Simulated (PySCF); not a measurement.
**Working out the ionisation energy of P(2+)**

P(2+) [Ne] 3s2 3p1 (2P) → P(3+) [Ne] 3s2 (1S). Computed with PySCF 2.14 in aug-cc-pV(D+d)Z, with the non-relativistic Hamiltonian (point nucleus). Frozen: [Ne]. Energies in hartree (1 hartree = 27.21139 eV):

| part | P(2+) (lower) | P(3+) (upper) |
| --- | --- | --- |
| UHF | -339.640360 | -338.553329 |
| CCSD correlation | -0.059650 | -0.048318 |
| (T) | -0.000668 | 0.000000 |

Task: What does Hartree-Fock give?

Result: (-338.553329) − (-339.640360) = 1.087031 hartree = 29.580 eV.

Task: What do CCSD and CCSD(T) give?

Result: The CCSD correlation energies differ by 0.011332 hartree = 0.308 eV and the triples by 0.000668 hartree = 0.018 eV, so CCSD gives 29.888 eV and CCSD(T) 29.906 eV.

A first-order spin-orbit estimate adds 0.040 eV to CCSD(T) (valence), giving 29.946 eV against 30.203 eV (measured; NIST Atomic Spectra Database, ionization energies).

What remains against the reference includes basis incompleteness, the frozen core and higher excitations.
